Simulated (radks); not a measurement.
Excited configurations of the neodymium ion Nd+: one electron is placed in a higher orbital outside [Xe] 4f4. The ground configuration is [Xe] 4f4 6s1. All-electron calculation, Dirac Kohn-Sham, PBE, spin-unpolarised, spherical densities, finite nucleus; open shells fill j = l - 1/2 first; Fermi nuclear charge, rms radius 4.9123 fm. Program: a radial shooting solver on a logarithmic mesh with Libxc functionals. Excitation = E - E(ground); binding = E(ion) - E, where the ion is the core of charge +2; n* = 2/sqrt(2 binding) in atomic units, and the quantum defect is n - n*.

outer orbital,excitation (eV),binding (eV),n*,<r> (bohr)
5d3/2,0.972,9.804,2.356,3.004
5f5/2,7.272,3.504,3.941,8.707
6p1/2,2.765,8.011,2.606,4.910
6d3/2,6.120,4.657,3.419,7.665
6f5/2,8.410,2.367,4.795,14.83
7s1/2,5.513,5.263,3.216,8.095
7p1/2,6.462,4.314,3.552,9.450
7d3/2,7.905,2.871,4.354,13.40
7f5/2,9.086,1.690,5.675,22.30

The Delta-SCF ionisation energy is 10.776 eV (NIST Atomic Spectra Database: 10.78 eV, semi-empirical). Self-interaction in the functional shifts the binding energies and quantum defects, so they are the method's values and not measured ones. Spin polarisation and multiplet splitting are left out, so open shells lie too high by an amount that depends on their filling.

Beside tabulated values, note that spin-unpolarised runs miss the spin-polarisation part of the exchange energy of open shells.
